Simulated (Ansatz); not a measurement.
The first iterations of a band of AlF2HO + CH4 (10 atoms, charge 0, multiplicity 1).

Method: RKS B3LYP/def2-SVP (Ansatz).

| Quantity | Value |
| --- | --- |
| movable images | 7 |
| climbing image | yes |
| spring | 5.0 eV/Å² |
| optimiser | quadratic models (default) |
| start path | through a guess of the saddle point |
| force threshold | 0.03 eV/Å |
| iteration limit | 60 |
| end points | relaxed |

First end point:

```xyz
10
Properties=species:S:1:pos:R:3
Al -0.539 0.072 -1.148
O 0.822 0.878 -1.752
F -0.696 -1.578 -1.252
F -1.896 0.962 -0.796
H 0.886 0.120 0.647
C 0.140 -0.170 1.408
H 1.582 0.449 -2.154
H 0.441 0.335 2.337
H -0.875 0.189 1.169
H 0.136 -1.258 1.540
```

Last end point:

```xyz
10
Properties=species:S:1:pos:R:3
Al -0.673 0.037 -0.487
O 1.078 0.653 -1.231
F -0.637 -1.246 -1.589
F -1.705 1.283 -0.922
H 1.851 0.723 -0.651
C -0.337 -0.307 1.400
H 1.279 0.003 -1.928
H -0.061 0.608 1.953
H -1.249 -0.699 1.885
H 0.455 -1.057 1.569
```

| iteration | highest image above the first end (eV) | largest band force component (eV/Å) |
| --- | --- | --- |
| 1 | 2.096 | 7.351 |
| 2 | 1.482 | 2.333 |
| 3 | 1.617 | 5.114 |

Problem. Does the band converge within its limit, and where does its top end?

Solution. It converged. It ended after 9 iterations with the highest image 1.300 eV above the first end. A vibrational analysis at the climbing image gives 2 clearly imaginary modes (1317i, 98i cm⁻¹): a point of higher order, so a lower path passes nearby. The orbitals stay closed-shell, which can raise the energy where a bond breaks towards radicals; this wasn't checked here.

Run time: 4 min on 2 threads of Arm Neoverse N1, on a shared host, peak memory 0.2 GiB.
